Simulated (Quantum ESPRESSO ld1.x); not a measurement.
Problem. The mean radii <r> (bohr) of the occupied orbitals of an atom or ion are listed with their occupations. Method: Dirac Kohn-Sham, B86b exchange with PBE correlation, spin-unpolarised, spherical densities, point nucleus; computed with ld1.x of Quantum ESPRESSO 7.5.

orbital  occ.     <r>
1s1/2       2  0.1303
2s1/2       2  0.6273
2p1/2       2  0.5742
2p3/2       1  0.5757

Name the element and its charge. Open shells, if any, fill j = l - 1/2 first.

Solution. Z = 12, magnesium, charge +5: Mg5+ in [He] 2s2 2p3. The 1s radius gives Z: for a bare nucleus <r> = (2 gamma + 1)/(2Z) with gamma = sqrt(1 - (Z/c)^2), 0.1247 bohr for Z = 12, and screening makes it slightly larger (0.1303 here). The occupations add up to 7, and the charge is Z minus that.
